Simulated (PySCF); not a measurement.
C₁₀H₇N₃. Atoms are numbered in the order given.

```xyz
20

C      0.0000    -2.4209    -1.3562
C      0.0000    -1.2374    -2.0644
C      0.0000     0.0000    -1.3879
C      0.0000     1.2374    -2.0644
C      0.0000     2.4209    -1.3562
C      0.0000     2.4094     0.0352
C      0.0000     1.2027     0.7365
N      0.0000     1.1836     2.0806
C      0.0000     0.0000     2.6642
N      0.0000    -1.1836     2.0806
C      0.0000    -1.2027     0.7365
C      0.0000    -2.4094     0.0352
N      0.0000     0.0000     0.0069
H      0.0000    -3.3743    -1.8899
H      0.0000    -1.2172    -3.1537
H      0.0000     1.2172    -3.1537
H      0.0000     3.3743    -1.8899
H      0.0000     3.3157     0.6378
H      0.0000     0.0000     3.7622
H      0.0000    -3.3157     0.6378
```
Charge 0, spin multiplicity 1.

Geometry optimised at PBE0-D3(BJ)/def2-SVP.

Computed with SMD-M06-2X/def2-SVP (PySCF).

Solvation free energies are E(SMD) − E(gas) at the gas-phase geometry, for 1 M in both phases. In vacuum the dipole moment is 3.45 D.

Computed solvation free energies in water, 2-propanol, chlorobenzene:
```csv
solvent,ΔG(solv) (kcal/mol),its non-electrostatic (CDS) part,dipole (D)
water,-8.7,1.0,5.33
2-propanol,-12.2,-3.2,5.19
chlorobenzene,-15.5,-8.3,4.81
```
